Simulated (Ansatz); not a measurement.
**A small benchmark: atomisation enthalpy at 298 K**

6 molecules holding Si, Ge, B, Al, Ga, P or As; the atomisation enthalpy at 298 K in kJ/mol, computed less measured. Shapes, held fixed at every level: PBE0-D4/def2-TZVP. Thermal terms are harmonic and unscaled (PBE0-D4/def2-TZVP); the spin-orbit lowering of the free atoms is taken from their spectra. Programs: Ansatz 0.2.0. Measured values: CRC Handbook of Chemistry and Physics, NIST-JANAF tables.

Levels: A = PBE0-D4/def2-TZVPP; B = r2SCAN0-D4/def2-TZVPP; C = wB97X-V/def2-TZVPP.

```csv
molecule,from tabulated heats,A,B,C
AsF3 (arsenic trifluoride),1326,-10,-60,+40
BBr3 (boron tribromide),1110,+33,+10,-4
BCl2F (dichlorofluoroborane),1537,+17,-11,+1
B(OH)O (oxoborinic acid),1847,-25,-67,-26
B(OH)F2,2280,-7,-44,-5
GeI4 (germanium tetraiodide),856,+35,+2,+4
```

Q: Sum up the errors.

A: 
| level | kind | mean error | mean absolute error | worst case |
| --- | --- | --- | --- | --- |
| PBE0-D4/def2-TZVPP | global hybrid | +7.2 | 21.2 | GeI4 |
| r2SCAN0-D4/def2-TZVPP | global hybrid | -28.3 | 32.3 | B(OH)O |
| wB97X-V/def2-TZVPP | range-separated hybrid | +1.7 | 13.3 | AsF3 |

On this set wB97X-V/def2-TZVPP has the smallest mean absolute error and r2SCAN0-D4/def2-TZVPP the largest. r2SCAN0-D4/def2-TZVPP is too low in 4 of 6. The heats of GeI4 come from older tables and can be uncertain by 10 kJ/mol or more. The molecules' own spin-orbit binding is left out, so errors for heavy halides read too negative. The tabulated values of AsF3, BBr3, BCl2F, B(OH)O, B(OH)F2 are in doubt (older tables, estimates, or at odds with other calculations) and kept here. For atoms past krypton def2 sets carry core potentials with scalar relativity. Relativity is left out for As, Br, Ge. The set is small.
